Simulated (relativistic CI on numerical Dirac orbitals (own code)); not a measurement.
A ladder of approximations for the levels of In³⁺

Calculated with a relativistic CI code on KLI orbitals (one set per configuration, finite nucleus), adding one ingredient at a time: step 1, Dirac-Coulomb, each configuration alone; step 2, with Breit and QED terms; step 3, with configuration mixing; step 4, with scaled Slater integrals (0.85); step 5, with a P86 correlation estimate; step 6, tied to the ionisation limit. P86 is a density functional for the correlation energy, evaluated here for each configuration and added to its levels. Step 6 is semi-empirical: configurations made of the next ion and one excited electron move by -304 cm⁻¹, so that their limit matches the tabulated ionisation energy, and those with a non-penetrating f or g electron also take the P86 value of the least penetrating other one.

CI space (outside the closed core [Kr]): 4d¹⁰, 4d⁹5s, 4d⁹5p, 4d⁹5d, 4d⁹6s, 4d⁹6p, 4d⁹4f, 4d⁹6d, 4d⁹5f, 4d⁹6f, 4d⁸5s².

Computed minus measured energy above the ground level, in cm⁻¹, for 17 of the 41 excited levels that pair in every step (one J of a term; a digit in brackets numbers repeated terms):

| Configuration | Term | J | Measured | Step 1 | Step 2 | Step 3 | Step 4 | Step 5 | Step 6 |
| --- | --- | --- | --- | --- | --- | --- | --- | --- | --- |
| 4d⁹5s | 3D | 3 | 128641 | -1100 | -603 | -496 | -255 | 5027 | 4723 |
| 4d⁹5s | 1D | 2 | 138662 | -30 | 276 | 268 | -261 | 5022 | 4718 |
| 4d⁹5p | 3P° | 2 | 193894 | -4577 | -4214 | -4050 | -3145 | 3501 | 3196 |
| 4d⁹5p | 3F° | 3 | 196600 | -3677 | -3303 | -3165 | -2929 | 3718 | 3413 |
| 4d⁹5p | 1D° | 2 | 205252 | -2824 | -2543 | -2414 | -2979 | 3668 | 3363 |
| 4d⁹5d | 3S | 1 | 285947 | -9312 | -9135 | -9058 | -8284 | -520 | -823 |
| 4d⁹5d | 3P | 2 | 288732 | -8184 | -7992 | -8086 | -7881 | -103 | -403 |
| 4d⁹5d | 3G | 5 | 289433 | -9184 | -9008 | -8765 | -8542 | -782 | -1086 |
| 4d⁸5s² | 3P | 0 | 297850 | 5076 | 5947 | 6585 | 5272 | 14207 | 14202 |
| 4d⁹6s | 3D | 3 | 298644 | -9446 | -9174 | -8906 | -8893 | -1244 | -1548 |
| 4d⁸5s² | 1G | 4 | 302458 | 5188 | 5994 | 6542 | 4617 | 13555 | 13550 |
| 4d⁹6p | 3P° | 2 | 321516 | -10583 | -10338 | -10133 | -9900 | -1764 | -2076 |
| 4d⁹6p | 3F° | 4 | 323452 | -10186 | -9959 | -9780 | -9679 | -1545 | -1855 |
| 4d⁹6p | 3D° | 3 | 324925 | -9684 | -9456 | -9155 | -9372 | -1245 | -1551 |
| 4d⁹4f | 3P° | 0 | 327893 | -9243 | -9069 | -9535 | -8927 | 3686 | 756 |
| 4d⁹4f | 3H° | 6 | 330512 | -9416 | -9255 | -9033 | -8752 | 3204 | 13 |
| 4d⁹4f | 3D° | 3 | 331945 | -8845 | -8679 | -8370 | -8398 | 3546 | 362 |

Mean absolute errors in cm⁻¹, over all paired levels and for the configurations:

```csv
"Configuration, levels",Step 1,Step 2,Step 3,Step 4,Step 5,Step 6
"all, 41",6515,6422,6283,6176,3490,2864
"4d⁹5s, 4",756,510,436,319,4964,4660
"4d⁹5p, 11",3693,3466,3374,3356,3291,2986
"4d⁹5d, 6",7939,7854,7420,7860,666,867
"4d⁸5s², 3",4814,5650,6263,4818,13752,13747
"4d⁹6s, 2",9418,9262,8996,8999,1350,1654
"4d⁹6p, 7",10028,9924,9607,9612,1577,1915
"4d⁹4f, 8",9044,8883,8776,8517,3505,348
```

Measured levels: measured levels as listed in Gamrath, thesis, University of Mons (2023).

The mean absolute error is lowest at step 6 (2864 cm⁻¹), and the largest single drop is from step 4 to 5 (6176 to 3490). Mixing lowers the ground level by 253; relative to it the configurations that move most are 4d⁹5d by -1061, 4d⁸5s² by +613, 4d⁹6p by +317. The P86 estimate moves 4d⁹4f by +12023, 4d⁸5s² by +8934, 4d⁹6p by +8035, and takes the mean absolute error of the excited configurations from 6176 to 3490. Step 6 takes that error from 3490 to 2864; 4d⁹4f gains from the shift and the changed P86 value together.
